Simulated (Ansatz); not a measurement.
These are frozen-core CCSD(T)/cc-pVTZ // PBE-D3(BJ)/def2-TZVP (Ansatz, a program for electronic structure) values and carry that method's errors. The restricted HF reference is unstable towards unrestricted orbitals.

Ansatz 0.2 input:
```yaml
crystal:
  periodic: [false, false, false]
  atoms:
    - { symbol: C, position_ang: [-1.565061, -0.101402, 0.287164] }
    - { symbol: Si, position_ang: [0.026953, 0.410329, -0.578602] }
    - { symbol: Si, position_ang: [2.001705, -0.141488, 0.15415] }
    - { symbol: H, position_ang: [-1.925702, 0.696064, 0.952456] }
    - { symbol: H, position_ang: [-2.350245, -0.303215, -0.456276] }
    - { symbol: H, position_ang: [-1.406532, -1.012661, 0.878513] }
    - { symbol: H, position_ang: [-0.101545, 1.729405, -1.275583] }
    - { symbol: H, position_ang: [2.154268, -1.507742, 0.744001] }
    - { symbol: H, position_ang: [3.166158, 0.230712, -0.705821] }
basis:
  gaussian: { orbitals: cc-pVTZ }
correlation:
  method: ccsd_t
```

Output:

```
Functional definition: HF
1028 factors; integrals over basis functions are off by at most 9.8e-4 eV
mean field evaluation 1: about -16847.0611 eV, gradient 2.4e1 eV
mean field evaluation 2: about -16847.2591 eV, gradient 2.4e1 eV
mean field evaluation 4: about -16849.2036 eV, gradient 2.8e0 eV
mean field evaluation 8: about -16849.2448 eV, gradient 1.6e-1 eV
mean field evaluation 16: about -16848.6862 eV, gradient 9.3e0 eV
mean field -16849.24499347 eV, -619.1983326816 hartree, gradient 5.1e-6 eV, S^2 0.000000; 0 other end points of the search recorded, 0 dependent functions left out; unrestricted orbitals would lower it
11 core orbitals not correlated
reference -16849.24499347 eV, -619.1983326816 hartree; 9, 9 occupied and 162, 162 virtual orbitals, 1028 factors
second order -11.51950726 eV of doubles, -0.00000000 eV of singles
cycle   1  -12.41147997 eV  change   -8.9e-1 eV  update   9.2e-2
cycle   2  -12.83295387 eV  change   -4.2e-1 eV  update   3.4e-2
cycle   3  -12.89643527 eV  change   -6.3e-2 eV  update   1.5e-2
cycle   4  -12.89051021 eV  change    5.9e-3 eV  update   5.3e-3
cycle   5  -12.88938641 eV  change    1.1e-3 eV  update   1.9e-3
cycle   6  -12.88911937 eV  change    2.7e-4 eV  update   6.7e-4
cycle   7  -12.88922419 eV  change   -1.0e-4 eV  update   2.5e-4
cycle   8  -12.88931778 eV  change   -9.4e-5 eV  update   1.0e-4
cycle   9  -12.88929968 eV  change    1.8e-5 eV  update   3.5e-5
cycle  10  -12.88928621 eV  change    1.3e-5 eV  update   1.3e-5
perturbative correction -0.58214554 eV, -0.0213934542 hartree
Total energy: -16862.71642523 eV, -619.6933986673 hartree
```

Cost: very roughly 18 core-seconds.
